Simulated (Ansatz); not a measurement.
**Cost against result**

Saddle point of BH2ClOF2, singlet (BHOF₂ ([OH][B]([F])[F]) + HCl → BClF₂ ([F][B]([F])[Cl]) + H₂O (still joined by a long B–O bond); bonds formed: B1–Cl6, O2–H5; bonds broken: H5–Cl6; bonds weakened to dative contacts: B1–O2), PBE0-D4/def2-TZVP structure:

B1  (-0.442, 0.469, -0.068)
O2  (0.969, 0.088, -0.311)
F3  (-1.286, 0.154, -1.041)
F4  (-0.610, 1.573, 0.629)
H5  (0.745, -0.763, 0.550)
Cl6  (-0.455, -1.195, 1.418)
H7  (1.079, -0.325, -1.177)
(Å)

Barriers are electronic and count from the start structure reached by relaxing down the imaginary mode.

Computed with Ansatz 0.2.0 (basis: as named in each row); correlated methods freeze the cores. B3LYP uses VWN-RPA correlation. Extrapolation: Hartree–Fock as exp(−7.88 √X), correlation as X^−2.97.

Times are rough, for one single point on 4 threads of a shared host (Intel Xeon).

The estimate by CCSD(T) at an estimated basis limit (MP2 extrapolated from triple and quadruple zeta, plus CCSD(T) − MP2 in triple zeta) is 1.125 eV.

```tsv
method	basis	time (s)	barrier (eV)	method less estimate
HF	STO-3G	under 1	0.666	-0.459
SPW92	def2-SVP	under 1	0.246	-0.878
PBE-D4	STO-3G	under 1	-0.336	-1.460
PBE-D4	def2-SVP	under 1	0.614	-0.511
B3LYP-D4	6-31G	under 1	1.038	-0.086
PBE0-D4	def2-SVP	1	0.781	-0.344
SPW92	def2-TZVPP	1	0.478	-0.646
PBE-D4	def2-TZVPP	2	0.814	-0.311
BLYP-D4	def2-TZVPP	2	1.025	-0.100
PBE0-D4	def2-TZVPP	3	0.940	-0.185
B3LYP-D4	def2-TZVPP	3	1.107	-0.018
BHLYP-D4	def2-TZVPP	3	1.256	0.131
CCSD(T)	def2-SVP	4	1.168	0.043
wB97M-V	def2-SVP	4	0.823	-0.302
r2SCAN-D4	def2-TZVPP	4	0.874	-0.251
CAM-B3LYP-D4	def2-TZVPP	4	1.121	-0.004
r2SCAN0-D4	def2-TZVPP	5	0.970	-0.155
B2PLYP	def2-TZVPP	5	1.148	0.024
RPA on PBE	def2-TZVPP	5	1.147	0.022
PBE-QIDH	def2-TZVPP	6	1.036	-0.089
B97M-V	def2-TZVPP	6	1.099	-0.026
wB97X-V	def2-TZVPP	8	1.066	-0.059
wB97M-V	def2-TZVPP	8	1.027	-0.098
MP2	def2-QZVPP	16	1.058	-0.067
CCSD(T)	def2-TZVPP	62	1.148	0.023
```

All methods are single points on the PBE0-D4 structures; a negative value means that the method puts the saddle structure below the start.

The T1 diagnostic stays at or below 0.012.

Hydrogen chloride, the by-product of chloride precursors, can attack films and sites by steps of this kind.

Labels in which every atom is bracketed show which atoms are joined, not bond orders.
